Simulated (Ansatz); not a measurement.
BH₂Br, 4 atoms. Hardware: 4 threads of Intel Xeon on a shared host.

Correlated methods freeze 10 core orbitals; core or outer-core shells of Br are correlated, in sets that lack core-valence functions.

Task: How many basis functions does each of these Ansatz runs have, and roughly what does it cost? CCSD(T)/def2-TZVPP, charge 0 singlet, energy, from earlier orbitals; CAM-B3LYP-D4/def2-TZVP, charge 0 singlet, energy, from earlier orbitals; PBE-QIDH/def2-TZVP, charge 0 singlet, energy and forces, from earlier orbitals; r2SCAN-D4/def2-TZVP, charge 0 singlet, energy, from earlier orbitals; PBE0-D4/def2-TZVPD, charge 0 singlet, energy, from earlier orbitals; r2SCAN-D4/def2-TZVPD, charge 0 singlet, energy, from earlier orbitals; PBE0-D4/def2-TZVP, charge 1 doublet at the geometry of the charge 0 singlet, energy; PBE0-D4/def2-TZVP, charge 0 triplet at the geometry of the charge 0 singlet, energy; PBE0-D4/def2-TZVP, charge 0 singlet, energy, from earlier orbitals; r2SCAN-D4/def2-TZVP, charge 0 triplet at the geometry of the charge 0 singlet, energy, from earlier orbitals; CCSD(T)/def2-TZVPD, charge 0 singlet, energy, from earlier orbitals; PBE-D4/def2-SVP, charge 0 singlet, energy, from earlier orbitals.

Result: Other jobs shared the machine, so times can vary by a factor of up to 3. A dash marks memory too small to be measured apart from the calling script's.

```
                                                                                                         run  functions  fitting or Cholesky vectors  wall time  peak host memory (GiB)
                                            PBE-D4/def2-SVP, charge 0 singlet, energy, from earlier orbitals         56                          615      0.3 s                       –
                                          PBE0-D4/def2-TZVP, charge 0 singlet, energy, from earlier orbitals         91                          670     0.75 s                       –
                                         PBE0-D4/def2-TZVPD, charge 0 singlet, energy, from earlier orbitals        112                          739     0.76 s                       –
                                     CAM-B3LYP-D4/def2-TZVP, charge 0 singlet, energy, from earlier orbitals         91                          670     0.85 s                       –
                                        r2SCAN-D4/def2-TZVP, charge 0 singlet, energy, from earlier orbitals         91                          633     0.91 s                       –
                                       r2SCAN-D4/def2-TZVPD, charge 0 singlet, energy, from earlier orbitals        112                          687     0.95 s                       –
                         PBE0-D4/def2-TZVP, charge 1 doublet at the geometry of the charge 0 singlet, energy         91                          670        1 s                       –
                         PBE0-D4/def2-TZVP, charge 0 triplet at the geometry of the charge 0 singlet, energy         91                          670      1.1 s                       –
r2SCAN-D4/def2-TZVP, charge 0 triplet at the geometry of the charge 0 singlet, energy, from earlier orbitals         91                          633      1.3 s                       –
                              PBE-QIDH/def2-TZVP, charge 0 singlet, energy and forces, from earlier orbitals         91                          625      1.8 s                       –
                                         CCSD(T)/def2-TZVPP, charge 0 singlet, energy, from earlier orbitals        107                          669      1.9 s                       –
                                         CCSD(T)/def2-TZVPD, charge 0 singlet, energy, from earlier orbitals        112                          749      2.2 s                       –
```
